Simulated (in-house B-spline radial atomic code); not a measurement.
## Binding energies in Re²⁺

NIST's tabulated ground configuration is [Xe] 4f14 5d5; each binding energy is the energy of the ion with one electron taken from that subshell, relaxed, less that of the parent. Computed with a radial B-spline atomic code at the basis-set limit: Dirac-Kohn-Sham LDA VWN5, spherical fractional occupations, Fermi nucleus of rms radius 5.3698 fm. Energies include first-order Breit, QED and recoil terms.

| subshell | X-ray name | binding energy (eV) | -ε (eV) | relaxation (eV) |
| --- | --- | --- | --- | --- |
| 1s | K | 71730.1 | 71489.5 | -564.5 |
| 2s | L1 | 12460.8 | 12402.2 | -103.1 |
| 2p1/2 | L2 | 11965 | 11874.7 | -133.1 |
| 2p3/2 | L3 | 10523.1 | 10436.7 | -113.7 |
| 3s | M1 | 2904.1 | 2883.6 | -29.5 |
| 3p1/2 | M2 | 2670.4 | 2646.8 | -31.8 |
| 3p3/2 | M3 | 2358.4 | 2334.6 | -28.7 |
| 3d3/2 | M4 | 1966.1 | 1934.5 | -34.8 |
| 3d5/2 | M5 | 1898.2 | 1866.6 | -33.6 |
| 4s | N1 | 625.9 | 614.3 | -13.6 |
| 4p1/2 | N2 | 527.2 | 515.4 | -13.5 |
| 4p3/2 | N3 | 454.4 | 442.3 | -13.0 |
| 4d3/2 | N4 | 291.7 | 279.4 | -12.7 |
| 4d5/2 | N5 | 278.3 | 265.9 | -12.5 |
| 5s | O1 | 109.7 | 102.0 | -8.0 |
| 5p1/2 | O2 | 79.33 | 71.96 | -7.59 |
| 4f5/2 | N6 | 72.38 | 60.62 | -11.61 |
| 4f7/2 | N7 | 69.86 | 58.11 | -11.51 |
| 5p3/2 | O3 | 67.97 | 60.86 | -7.20 |
| 5d | O4,5 | 27.45 | 21.73 | -5.72 |

Relaxation = -ε minus the binding energy without Breit, QED and recoil terms. With a density functional, K lines can miss by some tenths of a per cent, more in light atoms. For a density functional the relaxation so defined is negative, because -ε of a Kohn-Sham level is smaller than the binding energy.

Emission lines follow as differences of binding energies, with λ = 12398.42 eV·Å / E:

```csv
line,holes,energy (eV),wavelength (Å)
K-L3,1s → 2p3/2,61207.0,0.20257
K-L2,1s → 2p1/2,59765.1,0.20745
K-M3,1s → 3p3/2,69371.7,0.17872
L3-M5,2p3/2 → 3d5/2,8624.9,1.4375
L2-M4,2p1/2 → 3d3/2,9998.9,1.24
L1-M3,2s → 3p3/2,10102.4,1.2273
L3-M1,2p3/2 → 3s,7619.0,1.6273
L2-N4,2p1/2 → 4d3/2,11673.3,1.0621
M5-N7,3d5/2 → 4f7/2,1828.3,6.7812
M4-N6,3d3/2 → 4f5/2,1893.7,6.5471
```

What screening constant σ does Moseley's law, E = (3/4)·13.6057 eV·(Z - σ)², need for K-L3?

σ = -2.45.

Moseley's non-relativistic formula needs a falling, then negative, screening constant for heavy elements, because relativity binds the 1s electron more strongly than the formula allows.

What does it cost to remove both a 3d5/2 and a 5p1/2 electron?

1995.6 eV, which is 18.02 eV more than the two single binding energies together.

What does it cost to remove both a 3s and a 4f5/2 electron?

3004.9 eV, which is 28.4 eV more than the two single binding energies together.

What does it cost to remove two 3d5/2 electrons?

3866 eV, which is 69.55 eV more than the two single binding energies together.
